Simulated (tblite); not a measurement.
Parent: `[CH:1]#[C:2][SiH2:3][SiH:4]1[CH2:5][CH2:6][CH2:7]1` with C2–Si3–Si4–C5 -43°, Si3–Si4–C5–C6 125°, Si4–C5–C6–C7 -11°, C5–C6–C7–Si4 11°, Si3–Si4–C7–C6 -124°, C5H10Si2.

The geometries are computed with GFN2-xTB (gas phase). One conformer each, not checked by frequencies here.

```csv
coordinate of the parent,value
C1≡C2,1.203 Å
C2–Si3,1.851 Å
Si3–Si4,2.311 Å
Si4–C5,1.919 Å
C5–C6,1.539 Å
C6–C7,1.539 Å
Si4–C7,1.920 Å
C1–C2–Si3,177.7°
C2–Si3–Si4,110.4°
Si3–Si4–C5,118.9°
Si3–Si4–C7,119.3°
C5–Si4–C7,76.0°
Si4–C5–C6,91.0°
C5–C6–C7,100.3°
Si4–C7–C6,91.0°
```

Task: How does the shared frame change in `[CH:1]#[C:2][SiH2:3][Si@H:4]1[CH2:5][C@H:6]([CH2:7][C:8]#[N:9])[CH2:10]1` with C2–Si3–Si4–C5 -42°, C5–C6–C7–C8 179°, Si3–Si4–C5–C6 95°, Si4–C5–C6–C7 141°, C5–C6–C10–Si4 -18°, Si3–Si4–C10–C6 -96°, C7H11NSi2? Atoms pair as C1 = C1, C2 = C2, Si3 = Si3, Si4 = Si4, C5 = C5, C6 = C6, C7 = C10 (parent first).

Result: 
| parent | relative | value in the relative | change |
| --- | --- | --- | --- |
| C1≡C2 | C1≡C2 | 1.203 Å | 0.000 |
| C2–Si3 | C2–Si3 | 1.851 Å | 0.000 |
| Si3–Si4 | Si3–Si4 | 2.315 Å | +0.004 |
| Si4–C5 | Si4–C5 | 1.922 Å | +0.003 |
| C5–C6 | C5–C6 | 1.538 Å | -0.001 |
| C6–C7 | C6–C10 | 1.539 Å | 0.000 |
| Si4–C7 | Si4–C10 | 1.920 Å | 0.000 |
| C1–C2–Si3 | C1–C2–Si3 | 176.3° | -1.4 |
| C2–Si3–Si4 | C2–Si3–Si4 | 107.1° | -3.3 |
| Si3–Si4–C5 | Si3–Si4–C5 | 114.1° | -4.8 |
| Si3–Si4–C7 | Si3–Si4–C10 | 113.8° | -5.5 |
| C5–Si4–C7 | C5–Si4–C10 | 75.4° | -0.6 |
| Si4–C5–C6 | Si4–C5–C6 | 90.1° | -0.9 |
| C5–C6–C7 | C5–C6–C10 | 99.6° | -0.7 |
| Si4–C7–C6 | Si4–C10–C6 | 90.1° | -0.9 |

Of the parent's bonds, Si3–Si4 and Si4–C5 change most and about equally (+0.003 to +0.004 Å). Bonds of the relative outside the shared frame: C6–C7 1.531, C7–C8 1.439, C8≡N9 1.144 Å.
